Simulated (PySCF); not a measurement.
Species: C₅H₄F₂Se.
SMILES with atom numbers: `[CH:1]#[C:2][CH2:3][C:4](=[Se:5])[CH:6]([F:7])[F:8]` (hydrogens: H9 on C1; H10, H11 on C3; H12 on C6)

Method used: PySCF 2.14.0, PBE0-D3(BJ)/def2-SVP geometry optimisation, gas phase.

Question: Give the optimised bond lengths and angles.

Answer: 
```tsv
bond	length (Å)
C1≡C2	1.210
C2–C3	1.460
C3–C4	1.509
C4=Se5	1.749
C4–C6	1.516
C6–F7	1.336
C6–F8	1.358
C1–H9	1.075
C3–H10, C3–H11	1.103
C6–H12	1.106
```

Bonds in one row agree within 0.01 Å and their mean is given. A selection of angles:
```tsv
angle	degrees
C1–C2–C3	178.9
C2–C3–C4	112.6
C3–C4–Se5	123.7
C3–C4–C6	114.0
Se5–C4–C6	122.3
C4–C6–F7	112.8
C4–C6–F8	108.6
F7–C6–F8	108.2
```

Torsions: C2–C3–C4–Se5 -122° (anticlinal); C3–C4–C6–F7 170° (antiperiplanar). The mirror-image conformer, all signs reversed, is as good.

The 4 C–C bonds span 1.210 Å (C1≡C2, drawn triple) to 1.516 Å (C4–C6, drawn single), a spread of 0.306 Å. Of the pairs four or more bonds apart, F8···H10 is among the closest relative to their van der Waals radii: 2.48 Å, 93 % of the sum of Bondi's values. The C–F distances run from 1.336 Å (C6–F7, drawn single) to 1.358 Å (C6–F8, drawn single), a spread of 0.022 Å.

Point group: C1 (no symmetry element, even within 0.4 Å). Not checked by PBE0-D3(BJ)/def2-SVP frequencies. The numbers are those of one conformer.
